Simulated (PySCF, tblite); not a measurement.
Parent: `[CH3:1][CH2:2][C@@H:3]1[C@@H:4]([CH2:5][CH3:6])[PH+:7]1[CH2:8][CH3:9]` (charge +1) with C1–C2–C3–C4 154°, C3–C4–C5–C6 154°, C4–P7–C8–C9 -110°, [C8H18P]+.

Structures optimised with GFN2-xTB, isolated species. One conformer each, not checked by frequencies here.

```
coordinate of the parent    value
                   C1–C2  1.524 Å
                   C2–C3  1.512 Å
                   C3–C4  1.537 Å
                   C4–C5  1.510 Å
                   C5–C6  1.524 Å
                   C4–P7  1.818 Å
                   P7–C8  1.829 Å
                   C8–C9  1.526 Å
                   C3–P7  1.810 Å
                C1–C2–C3   110.9°
                C2–C3–C4   120.7°
                C2–C3–P7   118.5°
                C4–C3–P7    65.2°
                C3–C4–C5   120.8°
                C3–C4–P7    64.7°
                C5–C4–P7   119.4°
                C4–C5–C6   111.1°
                C4–P7–C8   124.3°
                C3–P7–C4    50.1°
                C3–P7–C8   123.3°
                P7–C8–C9   110.5°
```

Task: How does the shared frame change in `[CH3:1][CH2:2][C@@H:3]1[C@H:4]([CH2:5][CH3:6])[P@@H+:7]1[PH2:8]` (charge +1) with C1–C2–C3–C4 150°, C3–C4–C5–C6 80°, C4–P7–P8–H -176° and 90°, [C6H15P2]+? Atoms pair as C1 = C1, C2 = C2, C3 = C3, C4 = C4, C5 = C5, C6 = C6, P7 = P7 (parent first).

Result: 
```csv
parent,relative,value in the relative,change
C1–C2,C1–C2,1.523 Å,-0.001
C2–C3,C2–C3,1.510 Å,-0.002
C3–C4,C3–C4,1.523 Å,-0.014
C4–C5,C4–C5,1.513 Å,+0.003
C5–C6,C5–C6,1.526 Å,+0.002
C4–P7,C4–P7,1.832 Å,+0.014
C3–P7,C3–P7,1.831 Å,+0.021
C1–C2–C3,C1–C2–C3,110.9°,0.0
C2–C3–C4,C2–C3–C4,123.4°,+2.7
C2–C3–P7,C2–C3–P7,117.6°,-0.9
C4–C3–P7,C4–C3–P7,65.5°,+0.3
C3–C4–C5,C3–C4–C5,122.5°,+1.7
C3–C4–P7,C3–C4–P7,65.4°,+0.7
C5–C4–P7,C5–C4–P7,119.4°,0.0
C4–C5–C6,C4–C5–C6,110.4°,-0.7
C3–P7–C4,C3–P7–C4,49.1°,-1.0
```

Of the parent's bonds, C3–P7 changes most (+0.021 Å). Bonds of the relative outside the shared frame: P7–P8 2.154 Å. Point group C1 → C1.

Task: How does the shared frame change in `[CH2:1]=[CH:2][P@H+:3]1[C@H:4]([CH2:5][CH3:6])[C@@H:7]1[CH2:8][CH3:9]` (charge +1) with C1–C2–P3–C4 151°, P3–C4–C5–C6 76°, C4–C7–C8–C9 81°, [C8H16P]+? Atoms pair as C1 = C9, C2 = C8, C3 = C7, C4 = C4, C5 = C5, C6 = C6, P7 = P3, C8 = C2, C9 = C1 (parent first).

Result: 
| parent | relative | value in the relative | change |
| --- | --- | --- | --- |
| C1–C2 | C9–C8 | 1.527 Å | +0.003 |
| C2–C3 | C8–C7 | 1.513 Å | +0.001 |
| C3–C4 | C7–C4 | 1.538 Å | +0.001 |
| C4–C5 | C4–C5 | 1.510 Å | 0.000 |
| C5–C6 | C5–C6 | 1.524 Å | 0.000 |
| C4–P7 | C4–P3 | 1.817 Å | -0.001 |
| P7–C8 | P3–C2 | 1.787 Å | -0.042 |
| C8–C9 | C2=C1 | 1.326 Å | -0.200 |
| C3–P7 | C7–P3 | 1.818 Å | +0.008 |
| C1–C2–C3 | C9–C8–C7 | 110.1° | -0.8 |
| C2–C3–C4 | C8–C7–C4 | 122.2° | +1.5 |
| C2–C3–P7 | C8–C7–P3 | 121.3° | +2.8 |
| C4–C3–P7 | C4–C7–P3 | 64.9° | -0.3 |
| C3–C4–C5 | C7–C4–C5 | 123.5° | +2.7 |
| C3–C4–P7 | C7–C4–P3 | 65.0° | +0.3 |
| C5–C4–P7 | C5–C4–P3 | 118.7° | -0.7 |
| C4–C5–C6 | C4–C5–C6 | 110.7° | -0.4 |
| C4–P7–C8 | C4–P3–C2 | 122.3° | -2.0 |
| C3–P7–C4 | C7–P3–C4 | 50.1° | 0.0 |
| C3–P7–C8 | C7–P3–C2 | 120.8° | -2.5 |
| P7–C8–C9 | P3–C2–C1 | 123.5° | +13.0 |

Of the parent's bonds, C8–C9 changes most (-0.200 Å). Point group C1 → C1.

Task: How does the shared frame change in `[CH3:1][CH2:2][C@@H:3]1[C@@H:4]([CH2:5][CH3:6])[PH+:7]1[CH3:8]` (charge +1) with C1–C2–C3–C4 154°, C3–C4–C5–C6 153°, [C7H16P]+? Atoms pair as C1 = C1, C2 = C2, C3 = C3, C4 = C4, C5 = C5, C6 = C6, P7 = P7, C8 = C8 (parent first).

Result: 
| parent | relative | value in the relative | change |
| --- | --- | --- | --- |
| C1–C2 | C1–C2 | 1.524 Å | 0.000 |
| C2–C3 | C2–C3 | 1.512 Å | 0.000 |
| C3–C4 | C3–C4 | 1.538 Å | +0.001 |
| C4–C5 | C4–C5 | 1.510 Å | 0.000 |
| C5–C6 | C5–C6 | 1.524 Å | 0.000 |
| C4–P7 | C4–P7 | 1.817 Å | -0.001 |
| P7–C8 | P7–C8 | 1.810 Å | -0.019 |
| C3–P7 | C3–P7 | 1.810 Å | 0.000 |
| C1–C2–C3 | C1–C2–C3 | 111.1° | +0.2 |
| C2–C3–C4 | C2–C3–C4 | 120.5° | -0.2 |
| C2–C3–P7 | C2–C3–P7 | 119.1° | +0.6 |
| C4–C3–P7 | C4–C3–P7 | 65.1° | -0.1 |
| C3–C4–C5 | C3–C4–C5 | 121.3° | +0.5 |
| C3–C4–P7 | C3–C4–P7 | 64.7° | 0.0 |
| C5–C4–P7 | C5–C4–P7 | 119.4° | 0.0 |
| C4–C5–C6 | C4–C5–C6 | 111.0° | -0.1 |
| C4–P7–C8 | C4–P7–C8 | 123.2° | -1.1 |
| C3–P7–C4 | C3–P7–C4 | 50.2° | +0.1 |
| C3–P7–C8 | C3–P7–C8 | 120.8° | -2.5 |

Of the parent's bonds, P7–C8 changes most (-0.019 Å). Point group C1 → C1.

Task: How does the shared frame change in `[CH3:1][CH2:2][C@@H:3]1[PH2+:4][C@@H:5]1[CH2:6][CH3:7]` (charge +1) with C1–C2–C3–P4 -75°, P4–C5–C6–C7 -174°, [C6H14P]+? Atoms pair as C1 = C1, C2 = C2, C3 = C3, C4 = C5, C5 = C6, C6 = C7, P7 = P4 (parent first).

Result: 
```json
{"parent": "C1–C2", "relative": "C1–C2", "value in the relative": "1.527 Å", "change": "+0.003"}
{"parent": "C2–C3", "relative": "C2–C3", "value in the relative": "1.483 Å", "change": "-0.029"}
{"parent": "C3–C4", "relative": "C3–C5", "value in the relative": "1.423 Å", "change": "-0.114"}
{"parent": "C4–C5", "relative": "C5–C6", "value in the relative": "1.510 Å", "change": "0.000"}
{"parent": "C5–C6", "relative": "C6–C7", "value in the relative": "1.529 Å", "change": "+0.005"}
{"parent": "C4–P7", "relative": "C5–P4", "value in the relative": "1.953 Å", "change": "+0.135"}
{"parent": "C3–P7", "relative": "C3–P4", "value in the relative": "2.183 Å", "change": "+0.373"}
{"parent": "C1–C2–C3", "relative": "C1–C2–C3", "value in the relative": "113.3°", "change": "+2.4"}
{"parent": "C2–C3–C4", "relative": "C2–C3–C5", "value in the relative": "126.9°", "change": "+6.2"}
{"parent": "C2–C3–P7", "relative": "C2–C3–P4", "value in the relative": "115.8°", "change": "-2.7"}
{"parent": "C4–C3–P7", "relative": "C5–C3–P4", "value in the relative": "61.4°", "change": "-3.8"}
{"parent": "C3–C4–C5", "relative": "C3–C5–C6", "value in the relative": "123.8°", "change": "+3.0"}
{"parent": "C3–C4–P7", "relative": "C3–C5–P4", "value in the relative": "78.9°", "change": "+14.2"}
{"parent": "C5–C4–P7", "relative": "C6–C5–P4", "value in the relative": "111.4°", "change": "-8.0"}
{"parent": "C4–C5–C6", "relative": "C5–C6–C7", "value in the relative": "109.2°", "change": "-1.9"}
{"parent": "C3–P7–C4", "relative": "C3–P4–C5", "value in the relative": "39.8°", "change": "-10.3"}
```

Of the parent's bonds, C3–P7 changes most (+0.373 Å). Point group C1 → C1.

Task: How does the shared frame change in `[CH3:1][CH2:2][C@@H:3]1[CH2:4][P@@H+:5]1[CH2:6][CH3:7]` (charge +1) with C1–C2–C3–C4 151°, C4–P5–C6–C7 -175°, [C6H14P]+? Atoms pair as C3 = C4, C4 = C3, C5 = C2, C6 = C1, P7 = P5, C8 = C6, C9 = C7 (parent first).

Result: 
```csv
parent,relative,value in the relative,change
C3–C4,C4–C3,1.535 Å,-0.002
C4–C5,C3–C2,1.509 Å,-0.001
C5–C6,C2–C1,1.524 Å,0.000
C4–P7,C3–P5,1.818 Å,0.000
P7–C8,P5–C6,1.828 Å,-0.001
C8–C9,C6–C7,1.526 Å,0.000
C3–P7,C4–P5,1.799 Å,-0.011
C4–C3–P7,C3–C4–P5,65.5°,+0.3
C3–C4–C5,C4–C3–C2,120.6°,-0.2
C3–C4–P7,C4–C3–P5,64.3°,-0.4
C5–C4–P7,C2–C3–P5,118.7°,-0.7
C4–C5–C6,C3–C2–C1,111.3°,+0.2
C4–P7–C8,C3–P5–C6,125.1°,+0.8
C3–P7–C4,C4–P5–C3,50.2°,+0.1
C3–P7–C8,C4–P5–C6,119.1°,-4.2
P7–C8–C9,P5–C6–C7,110.8°,+0.3
```

Of the parent's bonds, C3–P7 changes most (-0.011 Å). Point group C1 → C1.

These are computed values.
